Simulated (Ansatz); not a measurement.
Basis-set extrapolation for `[NH2][Al]([Cl])[Cl]` (PBE0-D4/def2-TZVP geometry, frozen core, the Gaussian-basis code of Ansatz). Multiplicity 1, RHF reference.

```tsv
	def2-TZVPP	def2-QZVPP
HF	-1216.791610	-1216.827070
MP2 correlation	-0.659895	-0.721558
CCSD(T) correlation	-0.729145	not run
```

Energies in hartree. Use E(X) = E(∞) + A·exp(−7.88·√X) for Hartree–Fock and E(X) = E(∞) + B·X^(−2.97) for correlation, with X = 3 and 4, and add CCSD(T) minus MP2 of the smaller set to the MP2 limit.

**Question.** What is the CCSD(T) energy at the basis-set limit?

**Answer.** HF limit: -1216.827070 + (-0.035460) × 0.13774 = -1216.83195. MP2 limit: -0.721558 + (-0.061663) × 0.74074 = -0.76723. Higher-order term: -0.729145 − (-0.659895) = -0.06925. Total: -1217.66843 hartree, 387.7 kJ/mol below CCSD(T)/def2-TZVPP.
